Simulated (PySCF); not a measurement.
Copper: a sound run and one with changed settings

Sound run: Cu⁺ [Ar] 3d10, Cu²⁺ [Ar] 3d9. Computed with PySCF 2.14 in def2-SVP (5s3p2d1f, 31 functions), with the non-relativistic Hamiltonian (point nucleus). In the sound run the correlated levels freeze [Ar]. The sound run starts from symmetry-adapted Hartree-Fock orbitals and uses a fine grid where one is needed.

Changed run: scalar relativity by spin-free X2C-1e. This setting is unsound on purpose.

```csv
species,method,sound run (hartree),changed run (hartree),converged
Cu⁺,UHF,-1638.45918,-1649.91352,yes
Cu⁺,M06-L,-1639.90562,-1651.35977,yes
Cu⁺,BP86,-1640.19854,-1651.65117,yes
Cu⁺,MP2,-1638.72830,-1650.18230,yes
Cu²⁺,UHF,-1637.81777,-1649.27401,yes
Cu²⁺,M06-L,-1639.15948,-1650.61575,yes
Cu²⁺,BP86,-1639.42674,-1650.88123,yes
Cu²⁺,MP2,-1637.98538,-1649.44118,yes
```

Ionisation energy of Cu⁺:

| method | sound run (eV) | changed run (eV) |
| --- | --- | --- |
| UHF | 17.454 | 17.402 |
| M06-L | 20.304 | 20.246 |
| BP86 | 21.002 | 20.951 |
| MP2 | 20.216 | 20.167 |
| SCS-MP2 | 19.863 | 19.813 |

Most of the change in total energy is the relativistic energy itself. On top of that the contraction fixes the core shape for the Hamiltonian it was made with, so the changed run is not a good calculation with the other Hamiltonian either.

For comparison, NIST gives 20.292 eV between the lowest levels.
